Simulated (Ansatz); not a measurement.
| atom | x (Å) | y (Å) | z (Å) |
| --- | --- | --- | --- |
| S | -0.0352 | 0.0234 | -0.0267 |
| O | 1.4136 | -0.0320 | 0.0265 |
| O | -0.7472 | 1.2888 | -0.0129 |
| O | -0.7399 | -1.2796 | 0.0340 |

Basis set: cc-pVDZ (spherical functions). Left uncorrelated: 8 orbitals. Charge 0, multiplicity 1.

Computed with Ansatz (development build ahead of 0.2.0); each method stands on the lowest determinant of its kind that the runs found. Restricted open shells among the atoms or ions are ROHF, correlated in semicanonical orbitals with singles.

The atomization energy at this shape (free ground-state atoms in the same class of orbitals less the molecule, no zero-point energy) of singlet SO3:

| method | atomization energy |
| --- | --- |
| RHF-MP2 | 11.80 eV |

(1) What does RHF give?

## Answers

(1) 3.45 eV.
